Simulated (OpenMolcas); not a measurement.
An atom or ion with 5 electrons was computed by SS-CASPT2, IPEA 0.25 Eh, imaginary shift 0.1 Eh with spin-orbit coupling (OpenMolcas, ANO-RCC-VQZP, DKH2). The lowest levels that the run gave, each within 12 % of the measured value where one is at hand:

```csv
J,Parity,E (cm⁻¹),g
1/2,odd,0.0,0.666
3/2,odd,1213,1.334
1/2,even,99319,2.670
3/2,even,99751,1.735
5/2,even,100458,1.601
3/2,even,179047,0.800
5/2,even,179055,1.200
1/2,even,231018,2.001
1/2,even,250344,0.668
3/2,even,251176,1.334
```

Question: Which ion is it, and what are the configurations and terms?

Answer: Ne5+ (Z = 10, charge +5; active space 3 electrons in 4 orbitals (2s 2p)). J, parity and g give the terms where levels are pure, and mixed ones are named by the computed weights; the size of the splittings, set against known spectra of the 5-electron sequence, gives the charge. In order, with the measured energies in cm⁻¹ (NIST levels in Podobedova, Fuhr, Reader and Wiese, J. Phys. Chem. Ref. Data 33, 525 (2004)): 2s² 2p ²P°_1/2, 2s² 2p ²P°_3/2 (1310), 2s 2p² ⁴P_1/2, 2s 2p² ⁴P_3/2, 2s 2p² ⁴P_5/2, 2s 2p² ²D_3/2 (179021), 2s 2p² ²D_5/2 (178992), 2s 2p² ²S_1/2 (230853), 2s 2p² ²P_1/2 (249292), 2s 2p² ²P_3/2 (250112).

Measured partners are found by configuration, term and J. A level has none where our copy of the source lacks it or the pairing is in doubt (some pairs that miss far off the trend of their configuration count as doubtful), and it then counts in no deviation. Levels of configurations outside the active space are missing.

° marks odd parity.
